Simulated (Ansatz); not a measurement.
# Pulling the pair apart

The pair of NH$_{3}$ (SMILES N, atoms 1–4) and H$_{2}$Te (SMILES [TeH2], atoms 5–7), both closed shells, in one local arrangement (a lower one may exist), relaxed at PBE0-D4/def2-TZVP:

N1  (-0.108, -0.108, -1.351)
H2  (-0.739, -0.793, -1.749)
H3  (-0.379, 0.798, -1.712)
H4  (0.819, -0.313, -1.701)
Te5  (-0.354, -0.289, 1.731)
H6  (0.876, 0.767, 1.413)
H7  (-0.115, -0.063, 3.369)
(Å)

H$_{2}$Te is shifted rigidly along the line between the mean atom positions of the two fragments (negative: closer). Counterpoise interaction energies in kJ/mol. Program: Ansatz 0.2.0. Basis: def2-TZVPPD. Cores are frozen in the correlated methods. Filled d shells of the heavier atoms are correlated. Core potentials replace the inner electrons of the atoms past krypton. The def2 sets are not built for correlating such inner shells, so the correlated values are less sure here.

```tsv
shift (Å)	PBE-D4	MP2	wB97M-V
-0.31	-12.1	-3.2	-7.1
-0.15	-16.6	-9.3	-12.6
0.00	-18.0	-12.1	-14.8
0.15	-17.6	-12.8	-15.1
0.37	-15.7	-12.1	-13.7
0.77	-11.2	-9.0	-9.7
1.55	-5.0	-4.1	-4.3
3.10	-1.1	-1.0	-1.0
```

(1) What does CCSD(T) give at these shifts? (An estimate is asked for; the value comes from the calculation.)

No T1 diagnostic of these runs exceeds 0.011.

Results:

(1) The calculation gives: -1.4, -8.0, -11.1, -12.1, -11.6, -8.7, -4.0, -0.9 kJ/mol. For zero shift, CCSD(T) at an estimated basis limit (MP2 extrapolated from triple and quadruple zeta, plus CCSD(T) − MP2 in triple zeta) gives -13.7 kJ/mol. These are counterpoise interaction energies, counted from the two frozen fragments.

For scale, one of the runs: CCSD(T)/def2-TZVPPD, 181 basis functions, launched by `ansatz run in.yaml --threads 2 --pin off --events-out ev --progress --plain --max-ram 5222MiB`. Hardware: 2 CPU threads of an Intel Xeon 6975P-C, shared host. Wall time 25 s; peak host memory 2.1 GiB.
